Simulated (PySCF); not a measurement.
## J couplings in `InChI=1S/C2H7As/c1-2-3/h2-3H2,1H3`

Geometry:
```
atom   x (Å)   y (Å)   z (Å)
  C1  -0.843   0.627  -0.283
  C2  -0.160  -0.716  -0.102
 As3   1.668  -0.681   0.653
  H4  -0.933   1.165   0.673
  H5  -0.278   1.274  -0.972
  H6  -1.859   0.507  -0.695
  H7  -0.743  -1.373   0.565
  H8  -0.077  -1.254  -1.060
  H9   2.166   0.459  -0.233
 H10   1.331   0.283   1.790
```

Level of theory for the indirect couplings: PBE/pcJ-1 (dyall-v2z on As), isolated molecule, Gaussian nuclear model, structure from PBE0-D3(BJ)/def2-SVP (PySCF integrals, density fitting).

Non-relativistic values:
```tsv
coupling	atoms	J (Hz)
1J(75As,13C)	As3 – C2	-54.3
1J(75As,1H)	As3 – H9/H10	24.8
2J(75As,13C)	As3 – C1	-5.4
2J(75As,1H)	As3 – H7/H8	17.8
3J(75As,1H)	As3 – H4/H5/H6	0.3
```

What do scalar relativity and two-component X2C with spin–orbit coupling give?

Results:


```
    coupling           atoms  scalar (Hz)  with spin–orbit (Hz)
1J(75As,13C)        As3 – C2        -68.3                 -67.8
 1J(75As,1H)    As3 – H9/H10         -1.5                  -6.4
2J(75As,13C)        As3 – C1         -5.3                  -5.6
 2J(75As,1H)     As3 – H7/H8         21.8                  22.0
 3J(75As,1H)  As3 – H4/H5/H6         -0.7                  -1.0
```

The largest listed coupling, 1J(75As,13C), ends at 1.25 times its non-relativistic value: scalar relativity adds -14.0 Hz and spin–orbit coupling +0.5 Hz. Equivalent partners are averaged, as under fast rotation. In the static structure 3J(75As,1H) spreads over 0.3, 0.3, -3.7 Hz. Couplings to strongly quadrupolar nuclei (75As) are seldom resolved in solution.
